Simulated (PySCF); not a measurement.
## Simulated absorption spectrum

Compound: H₆N₂SSi₂.
SMILES: `S[SiH]1N[SiH2]N1`

Theory: TDDFT CAM-B3LYP/def2-SVPD, vertical, gas phase, core orbitals frozen in the response (PySCF). Geometry: GFN2-xTB, one conformer, isolated molecule. Torsions of this conformer, `[SH:1][SiH:2]1[NH:3][SiH2:4][NH:5]1`: H–S1–Si2–N3 47°.

Computed states:

| state | E (eV) | f |
| --- | --- | --- |
| S1 | 5.79 | 0.035 |
| S2 | 6.13 | 0.0003 |
| S3 | 6.31 | 0.014 |
| S4 | 6.68 | 0.0002 |
| S5 | 6.85 | 0.033 |
| S6 | 6.88 | 0.050 |
| S7 | 7.10 | 0.0034 |
| S8 | 7.40 | 0.0092 |

Broadening: Gaussians 0.4 eV wide at half height, area fixed by f = 4.319×10⁻⁹ ∫ε dν̃. The width is an assumption, not a result. The curve ends short of the highest state used, and states not computed would add to its high-energy end.

Task: What does the envelope look like, and where are its maxima?

Result: 
λ (nm), ε (L mol⁻¹ cm⁻¹) and a bar:
```
    182.3       5167 ##############################
    183.6       4433 ##########################
    184.9       3552 #####################
    186.3       2629 ###############
    187.6       1920 ###########
    188.9       1413 ########
    190.2       1106 ######
    191.5        963 ######
    192.8        927 #####
    194.2        945 #####
    195.5        968 ######
    196.8        970 ######
    198.1        944 #####
    199.4        900 #####
    200.7        859 #####
    202.1        846 #####
    203.4        887 #####
    204.7        994 ######
    206.0       1169 #######
    207.3       1398 ########
    208.6       1660 ##########
    210.0       1939 ###########
    211.3       2159 #############
    212.6       2310 #############
    213.9       2372 ##############
    215.2       2337 ##############
    216.5       2211 #############
    217.9       1993 ############
    219.2       1740 ##########
    220.5       1463 ########
    221.8       1187 #######
    223.1        931 #####
    224.4        706 ####
    225.8        505 ###
    227.1        359 ##
    228.4        247 #
    229.7        166 #
    231.0        108 #
    232.3         69 
    233.7         41 
    235.0         25 
    236.3         14 
    237.6          8 
    238.9          5
```

Maxima: 214 nm (5.79 eV), ε about 2400, made up of S1 (100%); 196 nm (6.32 eV), ε about 970, made up of S3 (94%) (hardly more than a shoulder) (ε in L mol⁻¹ cm⁻¹; maxima over ε = 5, shares over 10%). At its high-energy end, 6.80 eV, the curve is still rising (ε about 5200, from S5 and S6).

Task: On this curve, what absorbance would a 10⁻⁴ mol/L sample give at 193 nm over a 1 cm path?

Result: 193 nm is 6.424 eV, where ε is about 930 L mol⁻¹ cm⁻¹, so A = ε c l ≈ 0.093 (Beer–Lambert, with the gas-phase spectrum and the assumed width).

Task: What would ε be at 5.79 eV, the highest of these maxima, with half the width (0.2 eV)?

Result: About 4720 L mol⁻¹ cm⁻¹ against 2370, a factor of about 1.99; a lone state at its own centre would give exactly 2.

Task: Coming from long wavelengths, where does ε first pass 100 L mol⁻¹ cm⁻¹?

Result: At about 231 nm (5.36 eV), 0.43 eV below S1.
